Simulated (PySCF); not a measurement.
Isomers of C5H3NO, one conformer each; single-point electronic energies without zero-point terms and without any empirical dispersion term.

Computed with PySCF at PBE0/pcSseg-1, non-relativistic, each on one gas-phase PBE0-D3(BJ)/def2-SVP geometry that isn't relaxed in the solvent. The solvent is an IEF-PCM continuum (van der Waals radii × 1.2). The model holds no explicit solvent molecules, cavitation or dispersion.

```csv
isomer,"relative energy, gas (kJ/mol)",dipole (D)
`c1occ(C#N)c1`,0.0,4.05
`N#Cc1ccco1`,6.6,4.78
```

How do the relative energies look in chloroform (ε = 4.711)?

| isomer | relative energy, solvent (kJ/mol) | E(solvent) − E(gas) (kJ/mol) | dipole in solvent (D) |
| --- | --- | --- | --- |
| `c1occ(C#N)c1` | 0.0 | -21.3 | 4.92 |
| `N#Cc1ccco1` | 8.7 | -19.2 | 5.89 |

The order is unchanged. `c1occ(C#N)c1` gains most from the continuum, while `N#Cc1ccco1` has the largest gas-phase dipole. The gains span 2.1 kJ/mol, the gas-phase energies 6.6 kJ/mol.
